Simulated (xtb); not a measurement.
C₂ClO₂Pt (SMILES [O+]#[C-]->[Pt]([Cl])<-[C-]#[O+]), doublet, geometry from GFN2-xTB (such geometries of metal compounds can be far from the true shape) (the multiplicity is a formal guess).

Here is a job for xtb.
```
$ xtb mol.xyz --gfn 2 --uhf 1 --ohess --json

# file mol.xyz
6

Pt     0.00371783    -0.11568907     0.14753649
Cl    -1.93109576    -0.88150464    -0.35251612
O     -0.03880260     1.92335380    -1.90394946
C     -0.07715069     1.69516656    -0.78325718
O      2.83352493    -0.13392077     1.20667018
C      1.77396054    -0.07952286     0.79378428
```

**Question.** What does this run give for the dipole moment, zero-point energy, harmonic frequencies (imaginary ones negative), total energy at the end of the optimisation?

**Answer.** 
```
Property                                                                                                 Value
----------------------------------------------  --------------------------------------------------------------
dipole moment                                                                                           0.93 D
zero-point energy                                                                                 9.7 kcal/mol
harmonic frequencies (imaginary ones negative)  43, 73, 79, 169, 242, 314, 372, 384, 471, 498, 2003, 2118 cm⁻¹
total energy at the end of the optimisation                                                        -21.4582 Eh
```
